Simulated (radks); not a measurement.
Initial-state core-level shifts of neutral rhodium when its valence configuration changes from [Kr] 4d8 5s1. Method: scalar-relativistic Kohn-Sham, PBE, spin-polarised, spherical densities, point nucleus; open shells are filled with parallel spins first (spin-orbit coupling, left out, can overturn this in heavy ions); computed with a radial shooting solver on a logarithmic mesh with Libxc functionals. Shifts are changes of the shell-averaged eigenvalues in eV (positive: less bound).

valence               2p       3s       3p       3d
4d8 5p1           -1.616   -1.639   -1.639   -1.634
4d7 5s2           -3.940   -3.898   -3.898   -3.916
4d7 5s1 5p1       -5.252   -5.227   -5.227   -5.242
4d9               +3.098   +3.088   +3.088   +3.100
4d7 5s1.5 5p0.5   -4.668   -4.633   -4.633   -4.649
4d7.5 5s1 5p0.5   -2.605   -2.598   -2.598   -2.605
4d7.5 5s1.5       -1.905   -1.889   -1.889   -1.897
4d6 5s1.5 5p1.5  -10.328  -10.217  -10.217  -10.257
4d6 5s2 5p1       -9.785   -9.667   -9.668   -9.708
